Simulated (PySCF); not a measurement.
Zn(Me)(GeH3) (CH6GeZn), SMILES [GeH3][Zn][CH3].

Geometry: B3LYP-D3(BJ)/def2-SVP. The structure was generated by enumeration; whether it is a known compound was not checked.

All values below come from M06-2X/def2-TZVPD (PySCF).

Gas-phase values at a fixed geometry.

Computed frontier levels, gap, dipole moment and polarisability:
The highest occupied level is -7.93 eV and the lowest empty level comes out as -0.43 eV. The orbital gap is 7.50 eV and the dipole moment comes out as 1.06 D. The quadrupole, principal values (traceless, Buckingham form, about the centre of nuclear charge) comes out as -8.23, 4.11, 4.11 D·Å and the mean static polarisability is 77.7 bohr³ (11.52 Å³). The polarisability, principal values is 63.5, 63.5, 106.1 bohr³.
